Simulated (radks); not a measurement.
The numbers below are computed, except where a source is named.
Problem. All-electron atom: Re I in [Xe] 4f14 5d5 6s1 6d1 (not the ground configuration). Level of theory: scalar-relativistic Kohn-Sham, LDA (Slater exchange, Perdew-Wang correlation), spin-polarised, spherical densities, point nucleus; open shells are filled with parallel spins first (spin-orbit coupling, left out, can overturn this in heavy ions) (a radial shooting solver on a logarithmic mesh with Libxc functionals). Some entries of the table are withheld. Estimate them.

orbital,occ.,eigenvalue (Ry),r(max) (bohr)
1s up,1,-5263.389,0.01125
1s down,1,-5263.388,0.01125
2s up,1,-912.9200,0.06456
2s down,1,-912.9022,0.06456
2p up,3,-796.9945,0.05304
2p down,3,-796.9796,0.05304
3s up,1,-211.5605,0.1821
3s down,1,-211.5521,0.1821
3p up,3,-177.3860,0.1804
3p down,3,-177.3771,0.1804
3d up,5,-138.5912,0.1468
3d down,5,-138.5781,0.1468
4s up,1,-44.35166,0.4127
4s down,1,-44.33348,0.4127
4p up,3,-33.13842,0.4331
4p down,3,-33.11995,0.4331
4d up,5,-19.07375,0.4432
4d down,5,-19.05125,0.4433
5s up,1,-6.66608,0.9382
5s down,1,-6.51585,0.9344
5p up,3,-3.87086,1.063
5p down,3,-3.67883,1.055
4f up,7,-3.45796,0.4162
4f down,7,-3.41816,0.4159
5d up,5,-0.81465,1.426
6s up,1,-0.78661,2.451
6s down,0,-0.58202,2.522
5d down,0,-0.57156,1.405
6p up,0,(1),3.182
6p down,0,(2),3.516
7s up,0,-0.13273,7.315
7s down,0,-0.09355,8.178
6d up,1,-0.05770,8.514
6d down,0,-0.03176,10.35
5f up,0,-0.00064,14.04

Solution. 
(1) 6p up eigenvalue (Ry): -0.34992
(2) 6p down eigenvalue (Ry): -0.22010
